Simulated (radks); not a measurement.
All-electron atom: Eu28+ in [Ar] 3d10 4s2 4p5 (the NIST ground configuration). All-electron calculation, scalar-relativistic Kohn-Sham, BLYP, spin-polarised, spherical densities, finite nucleus; open shells are filled with parallel spins first (spin-orbit coupling, left out, can overturn this in heavy ions); Fermi nuclear charge, rms radius 5.1115 fm. Program: a radial shooting solver on a logarithmic mesh with Libxc functionals.

Unscreened Slater integrals over Kohn-Sham orbitals (eV). They are taken over the spin-up orbitals.

\begin{tabular}{lr}
integral & value \\ \hline
F0(4p,4p) & 46.235 \\
F2(4p,4p) & 24.230 \\
F0(4p,4s) & 46.836 \\
G1(4p,4s) & 31.805 \\
F0(4p,3d) & 58.740 \\
F2(4p,3d) & 16.518 \\
G1(4p,3d) & 5.3848 \\
G3(4p,3d) & 5.4097 \\
F0(4s,4s) & 47.486 \\
F0(4s,3d) & 59.770 \\
G2(4s,3d) & 5.5153 \\
F0(3d,3d) & 111.10 \\
F2(3d,3d) & 56.459 \\
F4(3d,3d) & 36.284 \\
\end{tabular}

Derived for the open shells (J is the average intra-shell exchange parameter used in DFT+U). 4p: J = F2/5 = 4.846 eV.
